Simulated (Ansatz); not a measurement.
Coupled-cluster diagnostics for RuPt2⁻ (the lowest doublet isomer of a short search), Ansatz.

Geometry of the doublet (r2SCAN-D4/def2-TZVPD):

```xyz
3

Pt   -0.680   -0.800   -1.029
Pt   -0.487    0.267    1.361
Ru    1.167    0.533   -0.333
```

In the def2 sets Pt, Ru take a core potential; there is no spin–orbit coupling. Correlated methods freeze no core orbitals; core or outer-core shells of Pt, Ru are correlated, in sets that lack core-valence functions. In CCSD on the charge -1 quartet the largest single amplitude is 0.27, so its Hartree–Fock determinant may place the open shell otherwise than the density functionals do. The geometry of the doublet was relaxed on an unsound state (⟨S²⟩ 2.10, where a pure state has 0.75). The geometry of the quartet was relaxed on an unsound state (⟨S²⟩ 4.29, where a pure state has 3.75). At PBE0-D4/def2-TZVPD a triplet of charge 0 lies 1.20 eV below the restricted singlet at the same geometry. That triplet is doubtful there (⟨S²⟩ 2.43, where a pure state has 2.00). The structure comes from a short search, and lower isomers may exist.

Geometry of the charge -1 quartet (r2SCAN-D4/def2-TZVPD):

Cartesian coordinates in Å:
```
Pt -0.8186 -1.1238 -0.4807
Pt 1.3851 -0.0692 0.5176
Ru -0.5664 1.1930 -0.0369
```

Task: Estimate the CCSD(T) correlation energy, the shares of MP2 and (T), T1 and the reference's ⟨S²⟩ for: charge -1, doublet, own geometry in def2-TZVPD; charge -1, quartet, own geometry in def2-TZVPD; charge 0, singlet, vertical in def2-TZVPD; and the rough time on 4 threads of Intel Xeon 6975P-C on a shared host.

Result: 
| state | basis | correlation (eV) | MP2 share (%) | (T) share (%) | T1 | ⟨S²⟩ (pure) | wall time | remarks |
| --- | --- | --- | --- | --- | --- | --- | --- | --- |
| charge -1, doublet, own geometry | def2-TZVPD | -34.528 | 100.6 | 4.6 | 0.066 | 3.68 (0.75) | 63 s | large T1 (0.066), spin-contaminated (⟨S²⟩ 3.68) |
| charge -1, quartet, own geometry | def2-TZVPD | -34.587 | 103.1 | 4.6 | 0.055 | 5.90 (3.75) | 60 s | flagged by the program, large T1 (0.055), spin-contaminated (⟨S²⟩ 5.90) |
| charge 0, singlet, vertical | def2-TZVPD | -36.043 | 104.9 | 5.1 | 0.050 | 0.00 (0.00) | 34 s | large T1 (0.050), restricted SCF unstable |
Customary marks for T1 are 0.02 (closed shells), 0.045 (open shells) and about 0.05 (3d metals). T1 exceeds 0.02 in 3 of 3 rows and 0.045 in 3; the higher it lies, the less the single-reference result can be trusted.
